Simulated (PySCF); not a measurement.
GeH₄STe. Atoms are numbered in the order given.

```xyz
7

Te     0.0182     0.3788     0.8753
S      1.5918     1.5108    -0.6380
H      0.7099     2.4198    -1.1199
Ge    -0.7615    -1.2950    -0.9476
H      0.4481    -2.1041    -1.4493
H     -1.8059    -2.2302    -0.3002
H     -1.3971    -0.5139    -2.1137
```
Charge 0, spin multiplicity 1.

The structure is a stationary point at B3LYP-D3(BJ)/def2-SVP. The structure was generated by enumeration, and PubChem lists no compound with its InChIKey, so it may never have been made. The def2 effective core potentials stand for the cores of Te; spin–orbit coupling is left out. The values are those of a single conformer.

All values below come from CAM-B3LYP/def2-TZVPD (PySCF).

Mulliken values depend strongly on the basis, most of all with diffuse functions as here. ESP charges are fitted to the potential on shells at 1.4 to 2.0 van der Waals radii. Atomic charges (e):

| atom | Mulliken | ESP fit |
|---|---|---|
| Te1 | 0.10 | -0.01 |
| S2 | -0.37 | [?] |
| H3 | 0.17 | [?] |
| Ge4 | 0.04 | [?] |
| H5 | 0.03 | 0.01 |
| H6 | 0.01 | 0.03 |
| H7 | 0.02 | -0.01 |

What belongs in the gaps? (Estimate from the structure and the level; the computed values follow.)


- S2, ESP fit: -0.21
- H3, ESP fit: 0.15
- Ge4, ESP fit: 0.03
